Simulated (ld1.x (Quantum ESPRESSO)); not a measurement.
**What one change does to a pseudopotential (Zn, TM)**

* Element: zinc (Zn)
* Generator: ld1.x (Quantum ESPRESSO) 7.5
* Type: norm-conserving Troullier–Martins (Kleinman–Bylander form)
* Functional: PBEsol
* Relativity: scalar-relativistic
* Frozen core: [Ar]
* Valence charge: 12
* Reference configuration: 3d10 4s1.5 4p0 (charge +0.5)
* Partial waves: 4p (bound, empty): rc 2.05 bohr; 3d (bound): rc 1.05 bohr; 4s (bound): rc 2.20 bohr
* Local potential: the s channel
* Core correction: none

All-electron outer shells of the reference configuration (PBEsol, scalar-relativistic, ld1.x):

```tsv
shell	level (eV)	outermost node (bohr)	outermost maximum (bohr)
3p	-87.88	0.25	0.59
3d	-14.77	–	0.57
4s	-9.86	0.85	2.04
4p	-4.20	0.92	2.71
```

Change: wave 4s (bound): rc 2.20 bohr becomes 4s (bound): rc 1.96 bohr.

Cutoffs: the cutoffs (Ry, on a coarse ladder) from which the occupation-weighted sum of valence levels, in a spherical-Bessel basis at the reference potential, stays within 10 and 1 mRy of its value at 400 Ry; they do not see the model core or the augmentation charge, which bear on the density cutoff. Errors are all-electron minus pseudo energies relative to the spin-unpolarised reference configuration.

Predict the effect on cutoff, ghosts and configuration errors.

Of the 7 tests that both files solve, the error grows in 2 and shrinks in 2 by more than 15 % and 0.3 meV (median size 2.7 → 3.0 meV); neither file shows a bound ghost.

| quantity | base | changed |
| --- | --- | --- |
| cutoff, loose | 230 Ry | 230 Ry |
| cutoff, tight | over 300 Ry | over 300 Ry |
| loose cutoff by channel (10 mRy a level) | d 180 Ry, s 8 Ry | d 180 Ry, s 10 Ry |
| bound ghosts | none | none |
| error for 3d10 4s2 4p0, meV [ΔE -3.95 eV] | -0.1 | -0.5 |
| error for 3d10 4s1 4p0, meV [ΔE 5.95 eV] | -1.3 | -1.7 |
| error for 3d10 4s0 4p0, meV [ΔE 24.30 eV] | -2.7 | -3.0 |
| error for 3d10 4s1 4p1, meV [ΔE 1.18 eV] | -0.5 | 0.0 |
| error for 3d8 4s0 4p0, meV [ΔE 126.59 eV] | -2071 | -1895 |
| error for 3d9 4s0 4p0, meV [ΔE 64.81 eV] | -368 | -307 |
| error for 3d9 4s2 4p1, meV [ΔE 8.33 eV] | -468 | -487 |
